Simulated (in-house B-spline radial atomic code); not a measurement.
## One electron outside the 1s2 core: the dysprosium ion Dy⁶³⁺

Computed with an all-electron radial atomic-structure program (B-spline basis), no-pair Dirac-Coulomb Hamiltonian, finite nucleus. Rungs: frozen-core Dirac-Hartree-Fock (DHF); Brueckner orbitals from the second-order correlation potential; the same with the Coulomb interaction screened by the core and the hole-particle interaction summed; Breit and QED terms from differences of relaxed Dirac-Fock atoms, where computed. Partial waves beyond l = 6 are extrapolated. The tables show a selection of states; those near core-excited levels, with erratic corrections or far from their DHF start are never shown.

Command:
```bash
python run_mb.py task.json out
```
Settings (nuclear radius in fm, box in bohr, cutoff in hartree):
```
basis_form          2
Z                   66
core_configuration  1s2
rms_radius          5.2218
mass_number         164
speed_of_light      137.036
box_radius          3.3
lmax                6
intervals           57
virtual_cutoff      8712.0
```

Cost of the run: 8.1 s on 1 thread of Arm Neoverse V1, with other jobs on the host.

Removal energies (eV):

| state | DHF | second order | screened | Breit + QED | final |
| --- | --- | --- | --- | --- | --- |
| 2s1/2 | 15251.6 | 15251.8 | 15251.8 | -24 | 15227.8 |
| 2p1/2 | 15088.9 | 15089.4 | 15089.4 | -22.4 | 15067 |
| 2p3/2 | 14177.5 | 14177.9 | 14177.9 | -9.47 | 14168.4 |
| 3s1/2 | 6639.1 | 6639.15 | 6639.15 | -7.08 | 6632.08 |
| 3p1/2 | 6594.38 | 6594.51 | 6594.51 | -6.22 | 6588.29 |
| 3p3/2 | 6323.41 | 6323.5 | 6323.5 | -2.78 | 6320.72 |
| 3d3/2 | 6308.75 | 6308.79 | 6308.79 | -0.208 | 6308.58 |
| 3d5/2 | 6230.65 | 6230.68 | 6230.68 | -0.224 | 6230.46 |
| 4s1/2 | 3682.57 | 3682.59 | 3682.59 | - | - |
| 4p1/2 | 3664.34 | 3664.39 | 3664.39 | - | - |
| 4p3/2 | 3550.69 | 3550.72 | 3550.72 | - | - |
| 4d3/2 | 3544.55 | 3544.57 | 3544.57 | -0.126 | 3544.44 |
| 4d5/2 | 3511.44 | 3511.45 | 3511.45 | -0.111 | 3511.34 |
| 4f5/2 | 3511.12 | ? | ? | ? | ? |
| 4f7/2 | 3495.01 | 3495.02 | 3495.02 | - | - |
| 5s1/2 | 2334.49 | 2334.5 | 2334.5 | - | - |
| 5p1/2 | 2325.34 | 2325.37 | 2325.37 | - | - |
| 5p3/2 | 2267.49 | 2267.51 | 2267.51 | - | - |
| 5d3/2 | 2264.37 | 2264.38 | 2264.38 | - | - |
| 5d5/2 | 2247.4 | 2247.41 | 2247.41 | - | - |
| 5f5/2 | 2247.22 | ? | ? | ? | ? |

Question: What does correlation do to 5f5/2?

Answer: It adds 0.001914 eV to the removal energy in second order and 0.001926 eV with screening, giving 2247.23 eV before Breit and QED terms, which weren't computed for this state.

Question: What does correlation do to 4f5/2?

Answer: It adds 0.003314 eV to the removal energy in second order and 0.003335 eV with screening, giving 3511.13 eV before Breit and QED terms, which weren't computed for this state.

Question: How does the lowest state compare with the NIST ionisation energy?

Answer: 2s1/2 is bound by 15227.8 eV, without recoil; NIST lists 15228.06 ± 0.11 eV (tabulated theory), a difference of -0.25 eV.

Electric-dipole lines from 2s1/2 (reduced matrix elements in atomic units, length form, static core polarisation, sign of DHF taken positive):

```csv
upper,DHF,+ core polarisation,+ Brueckner,λ (nm),A (s⁻¹)
2p1/2,0.05956,0.05951,0.05951,7.7096,7.83e+09
2p3/2,0.08941,0.08934,0.08933,1.1703,2.52e+12
```

Magnetic hyperfine constants per unit nuclear g factor (MHz, nucleus as a uniformly magnetised ball; they apply to isotopes with nuclear spin):

```tsv
state	DHF	+ core polarisation	+ Brueckner
2s1/2	1.451e+07	1.468e+07	1.468e+07
2p1/2	4.732e+06	4.768e+06	4.769e+06
2p3/2	607200	580300	580300
3s1/2	4.271e+06	4.316e+06	4.316e+06
3p1/2	1.432e+06	1.441e+06	1.441e+06
3p3/2	185200	179000	179000
```
